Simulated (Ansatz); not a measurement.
Correlation energies of CH$_{4}$OSn, SMILES `O=[CH][SnH3]` by basis set

Z-matrix (Å, degrees):
```
Sn
C 1 2.211
H 1 1.708 2 109.0
H 1 1.708 2 109.0 3 118.5
H 1 1.701 2 108.3 3 -120.8
O 2 1.197 1 122.2 3 120.5
H 2 1.117 1 118.0 3 -59.5
```

The species carries charge 0 and has multiplicity 1. Correlated methods include outer-core shells of Sn, which these sets cover unevenly. Sn takes the def2 core potential. Geometry: relaxed with PBE0-D4/def2-TZVP. Frozen core, restricted reference, the Gaussian-basis code of Ansatz.

```tsv
basis	HF (Eh)	MP2 corr.
def2-SVP	-328.25056	-0.42921
def2-TZVPP	-328.39969	-0.72342
def2-QZVPP	-328.40677	-0.96371
```

Task: Estimate the CCSD correlation energy and the (T) correction in each basis where they were run (hartree).

Result: 
```json
{"basis": "def2-SVP", "CCSD corr.": "-0.46298", "(T)": "-0.01471"}
{"basis": "def2-TZVPP", "CCSD corr.": "-0.73997", "(T)": "-0.02698"}
```
